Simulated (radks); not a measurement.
Q: Isoelectronic series with 48 electrons, all held in the configuration [Kr] 4d10 5s2, which need not be the ground one along the series. All-electron calculation, scalar-relativistic Kohn-Sham, PBE, spin-polarised, spherical densities, finite nucleus; Fermi nuclear charge, rms radius of each element as measured or else 0.836 A^(1/3) + 0.57 fm. Program: a radial shooting solver on a logarithmic mesh with Libxc functionals. Total energies (hartree) and mean radii <r> (bohr):

ion,E (hartree),5s,4d,4p
Cd,-5594.52756,2.899,1.289,0.9602
In+,-5881.29699,2.482,1.178,0.9219
Sn2+,-6176.27575,2.216,1.091,0.8856
Sb3+,-6479.47894,2.021,1.020,0.8515
Te4+,-6790.92751,1.868,0.9597,0.8195
Xe6+,-7438.70479,1.637,0.8623,0.7617
Cs7+,-7775.1075,1.546,0.8220,0.7356
Ba8+,-8119.9078,1.466,0.7858,0.7112
La9+,-8473.1562,1.395,0.7532,0.6883
Ce10+,-8834.8995,1.332,0.7235,0.6668
Pr11+,-9205.1914,1.275,0.6963,0.6465
Nd12+,-9584.0845,1.223,0.6712,0.6275
Pm13+,-9971.6302,1.176,0.6481,0.6095
Sm14+,-10367.8759,1.132,0.6267,0.5925
Eu15+,-10772.9202,1.092,0.6067,0.5764
Gd16+,-11186.8031,1.055,0.5881,0.5611
Tb17+,-11609.6407,1.020,0.5706,0.5467
Dy18+,-12041.3734,0.9877,0.5542,0.5329
Ho19+,-12482.2186,0.9574,0.5388,0.5198
Er20+,-12932.1622,0.9289,0.5243,0.5073
Tm21+,-13391.3422,0.9021,0.5105,0.4954

Estimate the row of I5+.

A: E (hartree) -7110.65963; 5s 1.743; 4d 0.9078; 4p 0.7896.
